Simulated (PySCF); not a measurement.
# A small calculation by hand: oscillator strength and radiative lifetime

C₄H₇BO, SMILES C#CB(O)CC.

The structure is a stationary point at B3LYP-D3(BJ)/def2-SVP. The structure was generated by enumeration, and PubChem lists no compound with its InChIKey, so it may never have been made. One conformer was computed; it need not be the lowest.

TDA-PBE/def2-SVPD run with PySCF puts the first singlet state with f over 0.02 at 5.88 eV (vertical), with the transition dipole (0.493, -0.237, 0.143) in atomic units.

Find the oscillator strength, the wavelength and the radiative lifetime that this transition would have in vacuum if emission retraced absorption.


|μ|² = 0.3197 au, so |μ| = 1.44 D. ΔE = 5.88/27.211 = 0.2161 hartree. f = (2/3) ΔE |μ|² = 0.046 (the program prints 0.046).
λ = 1239.84/5.88 = 211 nm; ν = 47425 cm⁻¹.
Einstein's coefficient A = 0.6670 ν² f s⁻¹ (ν in cm⁻¹) = 6.9e7 s⁻¹, so τ = 1/A = 14 ns. This state is S3; the lower singlets have f = 0.000, 0.002. The figure is the radiative limit of this one transition; relaxation, internal conversion, crossing to triplets and a medium change what is measured.
